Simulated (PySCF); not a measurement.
Sn(F)(Cl), SMILES [Sn]([Cl])[F] (ClFSn), singlet at its PBE0/def2-SVP optimised geometry (Å):

```
3

Sn    -1.0654    -0.9681     0.0000
F     -1.3209     0.9681     0.0000
Cl     1.3209    -0.9681     0.0000
```

Calculation: PBE0/def2-TZVP, def2 effective core potentials past Kr (PySCF). The core electrons that the potentials of Sn replace are not part of the density. Cells within 0.4 Å of a nucleus heavier than hydrogen are left out (blank, or x).

Map of the Laplacian of the electron density (e/bohr⁵), clipped to [-1.50, 1.50] on the plane z = 0.0 Å:

```
|5555555555555555555555555555555|
|5555555555555555555555555555555|
|5555555555555555555555555555555|
|5555555555555555555555555555555|
|5555555555555555555555555555555|
|5555555555555555555555555555555|
|5555555555555555555555555555555|
|5555555555555555555555555555555|
|5555555678875555555555555555555|
|5555555785687555555555555555555|
|55555568xxx48655555555555555555|
|55555568xxxx8655555555555555555|
|555555681xx67555555555555555555|
|5555555786776555555555555555555|
|5555555567665555555555555555555|
|5555555556776555555555555555555|
|5555555579999755555443455555555|
|5555555799999965554389345555555|
|5555555990xx09955439xx934555555|
|555555599xxxx995543xxxx64555555|
|555555599xxx09955439xxx44555555|
|5555555799009975554499735555555|
|5555555589999855555432355555555|
|5555555556776555555555555555555|
|5555555555555555555555555555555|
|5555555555555555555555555555555|
|5555555555555555555555555555555|
|5555555555555555555555555555555|
|5555555555555555555555555555555|
|5555555555555555555555555555555|
|5555555555555555555555555555555|
```
Scale: ten equal steps from -1.50 (start of '0') to 1.50 (end of '9'), in the order '0123456789'; x runs from -3.50 to 3.50, y from -3.50 (bottom) to 3.50 (top).
